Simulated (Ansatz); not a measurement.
`C[CH2][Ga]([F])[SH]` and `[F][Ga]([SH])[SeH]` differ in one atom or group.

Ansatz, PBE0-D4/def2-TZVP geometries, multiplicity 1. Each molecule was computed in one conformer, which needn't be the lowest.

Scalar relativity is left out up to krypton.

```
                                          property  `C[CH2][Ga]([F])[SH]`
size of the dipole moment (ωB97M-V/def2-TZVPP) / D                   3.51
                 HOMO energy (PBE/def2-TZVPP) / eV                  -6.59
              HOMO–LUMO gap (PBE0/def2-TZVPP) / eV                   7.12
               LUMO energy (B3LYP/def2-TZVPP) / eV                  -0.97
           HOMO–LUMO gap (ωB97M-V/def2-TZVPP) / eV                  11.01
             HOMO energy (ωB97M-V/def2-TZVPP) / eV                 -10.02
```

Problem. What does the change do to each property? (An estimate is asked.)

Solution. Computed: 
```csv
property,`[F][Ga]([SH])[SeH]`,shift
size of the dipole moment (ωB97M-V/def2-TZVPP) / D,1.56,-1.95
HOMO energy (PBE/def2-TZVPP) / eV,-6.51,0.08
HOMO–LUMO gap (PBE0/def2-TZVPP) / eV,6.37,-0.75
LUMO energy (B3LYP/def2-TZVPP) / eV,-1.62,-0.65
HOMO–LUMO gap (ωB97M-V/def2-TZVPP) / eV,10.36,-0.65
HOMO energy (ωB97M-V/def2-TZVPP) / eV,-9.81,0.21
```

With PBE0 the HOMO rises by 0.14 eV and the LUMO falls by 0.61 eV, so the gap narrows by about 0.75 eV. PBE moves the HOMO by 0.08 eV and ωB97M-V by 0.21 eV. The zero-point energy changes by -148.9 kJ/mol with -15 modes. Dipoles are sizes alone; their direction can turn.

B3LYP here is the variant with VWN-RPA as its local correlation; programs differ in this.

Spin–orbit coupling is left out; it splits and shifts lone-pair levels of the heavy atoms by tenths of an eV.
